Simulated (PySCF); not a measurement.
Electronic structure of Pt²⁺ (platinum, charge +2) at the TPSSh level

Configuration: [Xe] 4f14 5d7 6p1, one real determinant (an excited configuration). Computed with PySCF 2.14 in aug-cc-pVTZ-PP with one added diffuse shell each of s, p, d, f, g type with ECP60MDF (7s7p6d4f3g, 113 functions), with scalar relativity through the core potential.

```
Total energy                                                  : -117.9173 hartree
One-electron energy                                           : -192.6243 hartree
Hartree (Coulomb) energy                                      : 85.5465 hartree
Exchange-correlation energy                                   : -10.8395 hartree
⟨S²⟩                                                          : 6.0017
⟨L²⟩                                                          : 13.791
Sum of ⟨r⟩                                                    : 22.38 bohr
Sum of ⟨r²⟩                                                   : 39.25 bohr²
Traceless quadrupole moment −½Σ⟨3z² − r²⟩ along its main axis : -4.10 e·bohr²
Time after the integrals                                      : roughly 5 core-seconds
```

```tsv
shell	electrons	mean orbital energy (eV)	spread (eV)	rms radius, mean of both spins (bohr)
5s α	1	-130.56	0	1.02
5s β	1	-128.24	0	1.02
5p α	3	-84.792	0.338	1.17
5p β	3	-81.889	0.451	1.17
5d α	5	-31.595	1.211	1.63
5d β	2	-29.629	0.398	1.63
6p α	1	-16.971	0	3.21
```

⟨L²⟩ = 13.79 against 20 for a pure G term, so this real determinant mixes terms. Energies and moments cover only the electrons outside the core potential. Spin-orbit coupling, absent here, splits the open shell strongly.
